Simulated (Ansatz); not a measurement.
Spin states of cis-[IrF2(NH3)4]+ (IrN4F2H12⁺), formally d⁶, each relaxed with PBE0-D4/def2-SVP in Ansatz. Electronic energies in the gas phase.

In the def2 sets Ir takes a core potential; there is no spin–orbit coupling. B3LYP takes the VWN-RPA correlation. HSE06 is defined as in plane-wave codes, on full-range PBE exchange. Correlated methods freeze 6 core orbitals; core or outer-core shells of Ir are correlated, in sets that lack core-valence functions. The name describes the singlet; other states may take another shape.

Singlet geometry (C2v within 0.1 Å):

```tsv
atom	x (Å)	y (Å)	z (Å)
Ir1	-0.207	-0.058	-0.173
F2	-0.353	-1.383	-1.616
N3	-0.195	1.400	1.334
H4	-1.141	1.794	1.221
H5	0.469	2.170	1.237
H6	-0.113	1.077	2.299
F7	-2.000	0.725	-0.351
N8	1.671	-0.987	-0.100
H9	1.570	-1.674	-0.862
H10	1.906	-1.506	0.748
H11	2.488	-0.413	-0.314
N12	0.304	1.254	-1.697
H13	-0.536	1.829	-1.836
H14	0.376	0.661	-2.533
H15	1.116	1.873	-1.673
N16	-1.164	-1.494	0.979
H17	-0.844	-1.797	1.900
H18	-1.219	-2.319	0.369
H19	-2.128	-1.151	1.069
```

Triplet geometry:

```
atom   x (Å)   y (Å)   z (Å)
 Ir1   0.319  -0.173  -0.610
  F2  -0.269  -1.957  -1.181
  N3   0.186   1.632   1.042
  H4   0.846   2.256   0.571
  H5   0.538   1.460   1.984
  H6  -0.695   2.134   1.148
  F7   1.500   1.290  -1.175
  N8  -1.273  -1.044   1.037
  H9  -1.439  -1.935   0.563
 H10  -2.173  -0.575   1.142
 H11  -0.939  -1.249   1.978
 N12   1.964  -1.071   0.294
 H13   2.811  -0.590  -0.026
 H14   2.019  -2.043  -0.028
 H15   1.996  -1.090   1.315
 N16  -1.163   0.638  -1.825
 H17  -1.967   1.075  -1.370
 H18  -1.527  -0.105  -2.431
 H19  -0.735   1.348  -2.428
```

Only these spin states were relaxed. A quintet, which d6 allows, wasn't run and may lie lower.

Second-order perturbation terms are unreliable where d shells bring near-degenerate states, and here MP2/def2-TZVP lies more than 0.4 eV from the median of the functionals without such a term.

```tsv
level	triplet − singlet (kJ/mol)	lowest of these	remarks
HF/def2-TZVP	171.1	singlet	test for broken spin undecided (singlet)
PBE-D4/def2-TZVP	220.6	singlet	–
revPBE-D4/def2-TZVP	216.5	singlet	–
r2SCAN-D4/def2-TZVP	216.5	singlet	–
B3LYP-D4/def2-TZVP	219.0	singlet	–
HSE06-D4/def2-TZVP	231.7	singlet	–
ωB97M-V/def2-TZVP	232.2	singlet	–
MP2/def2-TZVP	270.3	singlet	test for broken spin undecided (singlet)
```

```
  state  donor atoms  mean metal–ligand distance (Å)  range (Å)  Mulliken spin on the metal (PBE0)
singlet            6                           2.045  1.96–2.10                                  0
triplet            6                           2.165  1.96–2.45                               1.57
```

⟨S²⟩ at PBE0-D4/def2-TZVP: singlet 0.00 (pure 0.00), triplet 2.00 (pure 2.00).
